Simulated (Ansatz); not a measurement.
# C5H8O2 (acetylacetone (keto form)): a line through the functionals

C5H8O2 has 15 atoms, charge 0, and is taken as a singlet. As SMILES, `CC(=O)CC(C)=O`. Geometry: relaxed at PBE0-D4/def2-TZVP. This is one conformer, not always the lowest.

The vertical ionisation energy (to the doublet cation) y, in eV, basis 6-31G(d); a is the functional's share of exact exchange. Programs: Ansatz 0.2.0.

| functional | program | a | y (eV) |
| --- | --- | --- | --- |
| PBE | Ansatz | 0 | 8.59 |
| r2SCAN | Ansatz | 0 | 8.83 |
| B3LYP | Ansatz | 0.2 | 9.10 |
| PBE0 | Ansatz | 0.25 | ? |
| BHLYP | Ansatz | 0.5 | 9.54 |

Problem. Fit y = c + s·a to the known rows and predict PBE0.

Solution. 
1. Means of the 4 rows: a = 0.1750, y = 9.015.
2. Σ(Δa)² = 0.1675, Σ(Δa·Δy) = 0.2795, so the slope is 0.2795/0.1675 = 1.6687.
3. Intercept: 9.015 − (1.6687) × 0.1750 = 8.723. The largest residual of the fit is 0.13.
4. PBE0: 8.723 + (1.6687) × 0.25 = 9.14 eV.

The run gave 9.17 eV, so the prediction is off by -0.03 eV, within the scatter of the fit. The rows mix families of semi-local functionals, which the line can't see.
